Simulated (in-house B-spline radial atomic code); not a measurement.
Ionising the germanium ion Ge⁷⁺ with different functionals

Computed with a radial B-spline atomic code at the basis-set limit: four-component Dirac-Coulomb Hamiltonian, Fermi nucleus of rms radius 4.0742 fm, spin-restricted, spherical fractional occupations for the functionals, and exact exchange of hybrids averaged over the configuration. The ionisation energy is the difference of two self-consistent energies, [Ar] 3d7 → [Ar] 3d6, without Breit or QED terms; ε is the level of the shell that loses the electron (mean over j). The electron is taken from both j subshells in proportion to 2j + 1, so the result is a j average, not the step between ground levels.

```json
{"method": "B97-1", "rung": "global hybrid", "ΔSCF (eV)": "?", "-ε(3d) (eV)": "?"}
{"method": "wB97X", "rung": "range-separated hybrid", "ΔSCF (eV)": "179.19", "-ε(3d) (eV)": "169.85"}
{"method": "LC-wPBE", "rung": "range-separated hybrid", "ΔSCF (eV)": "179.58", "-ε(3d) (eV)": "169.30"}
{"method": "CAM-B3LYP", "rung": "range-separated hybrid", "ΔSCF (eV)": "?", "-ε(3d) (eV)": "?"}
```

Question: What does CAM-B3LYP give?

Answer: ΔSCF 179.59 eV, and -ε(3d) = 169.35 eV.

Question: What does B97-1 give?

Answer: ΔSCF 179.54 eV, and -ε(3d) = 167.42 eV.

Question: Among the functionals, which spreads more, the ΔSCF values or the orbital energies?

Answer: The orbital energies: ΔSCF values span about 0.39 eV and the orbital energies 2.43 eV; here energy differences depend much less on the functional than eigenvalues do.

Question: How do they compare with the NIST value?

Answer: NIST lists 176 eV ± 1.7 (tabulated theory, ground level to ground level). Errors run from +2.79 to +3.19 eV; all lie within about twice that uncertainty, so the table can't rank the methods.
